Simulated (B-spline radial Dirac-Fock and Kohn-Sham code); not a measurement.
## Ionisation of each subshell: Hg⁷⁸⁺

System: the Hg⁷⁸⁺ ion in the configuration 1s2; nuclear rms radius 5.4648 fm (A = 202).

Input of the calculation (task.json; shells as n, l, electrons):

```json
{"items": [{
  "Z": 80,
  "q": 78,
  "cfg": [[1, 0, 2]],
  "A": 202,
  "rrms": 5.4648,
  "do": ["binding"]
}]}
```

Run with: `python xray_run.py task.json out`

The computed values come from a radial B-spline solver: relaxed Dirac-Fock hole states (ΔSCF) with Breit and QED corrections and a finite nucleus. No correlation. Energies are counted from the vacuum level.

All terms are in eV, carry their sign (relaxation lowers the binding energy) and add up to the binding energy; ⟨r⟩ is the mean radius of the orbital in the initial state.

| subshell | −ε (Koopmans) | relaxation | Breit | self-energy | vacuum polarisation | binding energy | ⟨r⟩ (bohr) |
| --- | --- | --- | --- | --- | --- | --- | --- |
| K | 94488.0 | -2.15 | -206.21 | -202.40 | 41.88 | 94119.1 | 0.017 |

For the deepest level, K (1s), the Breit terms make up -0.219 % of the binding energy, QED -0.171 % and orbital relaxation -0.002 %.

Going to the tabulated ground configuration of the next ion removes an electron from K (1s), computed at 94119.1 eV. NIST lists 94124.7 ± 0.3 eV as the ionisation energy of this species (theoretical), +5.59 eV from the computed value.
